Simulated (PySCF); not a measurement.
## Trend along group 15: MLi molecules

PBE0 with triple-zeta basis sets in PySCF, for the lowest determinant that a PBE0 search found; no spin–orbit coupling. De refers to high-spin ground-configuration atoms. A positive dipole means M(−)Li(+).

| M | basis | state (unpaired electrons) | Re (Å) | ωe (cm⁻¹) | De (eV) | μ (D) |
| --- | --- | --- | --- | --- | --- | --- |
| N | x2c-TZVPPall | triplet (π ↑↑) | 1.855 | 684 | 1.62 | 6.76 |
| P | x2c-TZVPPall | triplet (π ↑↑) | 2.320 | 497 | 1.74 | 6.66 |
| As | pcseg-2 | triplet (π ↑↑) | 2.418 | 443 | 1.69 | 6.67 |

The shortest bond is that of LiN (1.855 Å), the longest that of LiAs (2.418 Å).

The rows differ in basis set, which adds steps of its own.

Down a group the atoms grow and get heavier, so bonds lengthen and wavenumbers fall; this series shows no clear exception.

Spin–orbit coupling is left out. States were picked by a PBE0 search and need not be the measured ground states.
